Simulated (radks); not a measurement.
Values are calculated unless marked as measured or tabulated.
Ionisation of the osmium ion Os3+, [Xe] 4f14 5d5, to Os4+, [Xe] 4f14 5d4, under several functionals. Scalar-relativistic Kohn-Sham, spin-unpolarised, spherical densities, finite nucleus; a radial shooting solver on a logarithmic mesh with Libxc functionals.

RPBE: E(Os3+) (hartree) -17249.2104; Exc (hartree) -337.7590; IE (eV) 41.387; -e(HOMO) (eV) 34.892; <r> HOMO (bohr) 1.607; IE error (eV) +0.387
exchange-only B88: E(Os3+) (hartree) -17245.6588; Exc (hartree) -334.1446; IE (eV) 40.315; -e(HOMO) (eV) 33.852; <r> HOMO (bohr) 1.619; IE error (eV) -0.685
exchange-only r2SCAN: E(Os3+) (hartree) -17246.0703; Exc (hartree) -333.2411; IE (eV) 40.187; -e(HOMO) (eV) 33.735; <r> HOMO (bohr) 1.605; IE error (eV) -0.813
LDA (Slater exchange, Perdew-Wang correlation): E(Os3+) (hartree) -17238.8320; Exc (hartree) -327.3850; IE (eV) 41.799; -e(HOMO) (eV) 35.300; <r> HOMO (bohr) 1.609; IE error (eV) +0.799
TASK exchange with Perdew-Wang LDA correlation: E(Os3+) (hartree) -17248.4498; Exc (hartree) -335.1190; IE (eV) 41.120; -e(HOMO) (eV) 34.657; <r> HOMO (bohr) 1.568; IE error (eV) +0.120
AM05: E(Os3+) (hartree) -17239.2462; Exc (hartree) -327.8132; IE (eV) 41.510; -e(HOMO) (eV) 35.012; <r> HOMO (bohr) 1.604; IE error (eV) +0.510
OLYP: E(Os3+) (hartree) -17254.8597; Exc (hartree) -343.6407; IE (eV) 41.511; -e(HOMO) (eV) 34.985; <r> HOMO (bohr) 1.599; IE error (eV) +0.511
MS2 meta-GGA: E(Os3+) (hartree) -17248.1799; Exc (hartree) -336.1205; IE (eV) 41.448; -e(HOMO) (eV) 34.957; <r> HOMO (bohr) 1.605; IE error (eV) +0.448
r2SCAN: E(Os3+) (hartree) -17250.5894; Exc (hartree) -337.8162; IE (eV) 41.445; -e(HOMO) (eV) 34.967; <r> HOMO (bohr) 1.597; IE error (eV) +0.445

NIST Atomic Spectra Database: 41 eV (theoretical). Closest: TASK exchange with Perdew-Wang LDA correlation. The Delta-SCF values span 1.61 eV, the total energies 16.03 hartree. The highest occupied level is 5d. Spin polarisation and multiplet splitting are left out, so open shells lie too high by an amount that depends on their filling. Spin-orbit splitting is averaged out at the scalar-relativistic level.

Beside tabulated values, note that spin-unpolarised runs miss the spin-polarisation part of the exchange energy of open shells.
